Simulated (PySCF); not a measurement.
Input file for PySCF: R-B3LYP/6-31G* on ClH2NSi (SMILES N[Si]Cl), a point of a torsion scan.

```python
from pyscf import gto, scf, dft, mp
from pyscf.data.elements import chemcore

mol = gto.M(
    atom='''
    N    -0.65398476   -0.00165951   -0.11504203
    Si    0.88672467   -0.61573251    0.37144170
    Cl    0.47389344   -1.56755311    2.20941051
    H    -0.91760187    0.93003616    0.17364223
    H    -1.45851888   -0.60833744    0.01322060
    ''',
    basis='6-31g*',
    cart=True,
    charge=0, spin=0, verbose=3, max_memory=1800)
mf = dft.RKS(mol, xc='b3lyp')
mf.conv_tol = 1e-8
mf.max_cycle = 100
mf.kernel()
if not mf.converged:
    mf = mf.newton().run(mf.mo_coeff, mf.mo_occ)
```

Program output:

```
converged SCF energy = -805.671662300728
```

The run converged.

Cost: very roughly 5 core-seconds.
